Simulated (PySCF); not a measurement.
SMILES [CH2]OB(OCC)OCC, doublet (GFN2-xTB optimised geometry):

```
21

C     -1.762     1.452     0.307
O     -0.457     1.229     0.000
B      0.211     0.022     0.000
O     -0.367    -1.202    -0.061
C     -1.753    -1.457    -0.132
C     -2.260    -2.072     1.168
O      1.566     0.022     0.000
C      2.326     1.217     0.018
C      2.432     1.840    -1.369
H     -2.190     2.307    -0.188
H     -2.103     1.180     1.293
H     -2.296    -0.517    -0.340
H     -1.904    -2.153    -0.964
H     -2.119    -1.378     1.993
H     -1.708    -2.982     1.386
H     -3.317    -2.307     1.077
H      1.876     1.936     0.713
H      3.317     0.932     0.385
H      1.444     2.126    -1.719
H      2.855     1.121    -2.066
H      3.068     2.720    -1.332
```

Calculation: unrestricted PBE0/def2-SVP run with PySCF.

Problem. What are the frontier orbital energies (α orbitals alone; a β orbital can be the lowest empty one) and the dipole moment?

Solution. HOMO-2 -8.55 eV, HOMO-1 -7.85 eV, HOMO -5.65 eV, LUMO 1.61 eV, LUMO+1 2.27 eV; dipole moment 2.06 D.

On the same geometry unrestricted PBE/def2-SVP (PySCF 2.14.0) gives HOMO-2 -6.92 eV, HOMO-1 -6.29 eV, HOMO -4.09 eV, LUMO 0.73 eV, LUMO+1 1.29 eV; dipole moment 1.76 D.

Meta-Löwdin charges at PBE0/def2-SVP: C1 -0.08, O2 -0.35, B3 0.52, O4 -0.39, C5 0.04, C6 -0.30, O7 -0.39, C8 0.05, C9 -0.31, H10 0.11, H11 0.10, H12 0.09, H13 0.10, H14 0.10, H15 0.11, H16 0.10, H17 0.09, H18 0.10, H19 0.11, H20 0.10, H21 0.10.
